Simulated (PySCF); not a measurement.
**How the method moves the proton affinities of 2-aminopyridine**

Structure: `Nc1ccccn1` (C5H6N2). Numbering: `[NH2:1][c:2]1[cH:3][cH:4][cH:5][cH:6][n:7]1` These are map numbers, not IUPAC locants.

All levels share the PBE0-D3(BJ)/def2-SVP structures and the GFN2-xTB thermal terms; only the single-point energies (PySCF) change. Values are proton affinities (298 K, kJ/mol).

Measured (NIST Chemistry WebBook): proton affinity (−ΔH) 947 kJ/mol.

```tsv
level	N7	N1	C5	C3
LDA/def2-TZVP	935	843	825	808
PBE0-D3(BJ)/def2-SV(P)	959	871	859	844
PBE0-D3(BJ)/ma-def2-SVP	961	871	854	838
r2SCAN-D3(BJ)/def2-TZVP (grid 3)	963	876	863	847
HSE06/def2-TZVP	964	878	865	848
PBE0-D3(BJ)/def2-TZVP	966	881	866	850
PBE0-D3(BJ)/6-31G*	972	895	881	866
PBE0-D3(BJ)/def2-SVP	976	886	867	852
PBE0-D3(BJ)/6-31G	1001	898	871	856
```

The widest spread is that of N7: 66 kJ/mol, from 935 to 1001.

Caveats: not every ring carbon need be listed, and shares count the listed sites alone.
